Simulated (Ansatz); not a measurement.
Basis-set extrapolation for BH5NPS2 (PBE0-D4/def2-TZVP geometry, frozen core, Ansatz 0.2.0). Multiplicity 1, RHF reference.

```csv
,def2-TZVPP,def2-QZVPP
HF,-1217.914639,-1217.950824
MP2 correlation,-0.839914,-0.907128
CCSD(T) correlation,-0.939591,not run
```

Energies in hartree. Use E(X) = E(∞) + A·exp(−7.88·√X) for Hartree–Fock and E(X) = E(∞) + B·X^(−2.97) for correlation, with X = 3 and 4, and add CCSD(T) minus MP2 of the smaller set to the MP2 limit.

Question: What is the CCSD(T) energy at the basis-set limit?

Answer: HF limit: -1217.950824 + (-0.036185) × 0.13774 = -1217.95581. MP2 limit: -0.907128 + (-0.067214) × 0.74074 = -0.95692. Higher-order term: -0.939591 − (-0.839914) = -0.09968. Total: -1219.01241 hartree, 415.3 kJ/mol below CCSD(T)/def2-TZVPP.
